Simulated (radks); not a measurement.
Ionisation of neutral ytterbium, [Xe] 4f14 6s2, to [Xe] 4f14 6s1 as the strength of local exchange is varied. All-electron calculation, scalar-relativistic Kohn-Sham, Slater X-alpha exchange (alpha = 2/3 is LDA exchange), no correlation, spin-polarised, spherical densities, finite nucleus; Fermi nuclear charge, rms radius 5.3108 fm. Program: a radial shooting solver on a logarithmic mesh with Libxc functionals.

| alpha | E(Yb) (hartree) | exchange (hartree) | IE (eV) | -e of the level emptied (eV) | <r> of it (bohr) |
|---|---|---|---|---|---|
| 0.574 | -14003.7745 | -237.6448 | 5.120 | 2.861 (6s) | 4.076 |
| 0.656 | -14037.9215 | -272.3551 | 5.440 | 3.194 (6s) | 3.992 |
| 0.667 | -14042.5094 | -277.0253 | 5.485 | 3.241 (6s) | 3.980 |
| 0.811 | -14102.7267 | -338.4659 | 6.102 | 3.904 (6s) | 3.830 |
| 0.881 | -14132.1039 | -368.5362 | 6.421 | 4.249 (6s) | 3.759 |

NIST Atomic Spectra Database: 6.254 eV (measured). The Delta-SCF value meets it near alpha = 0.84.
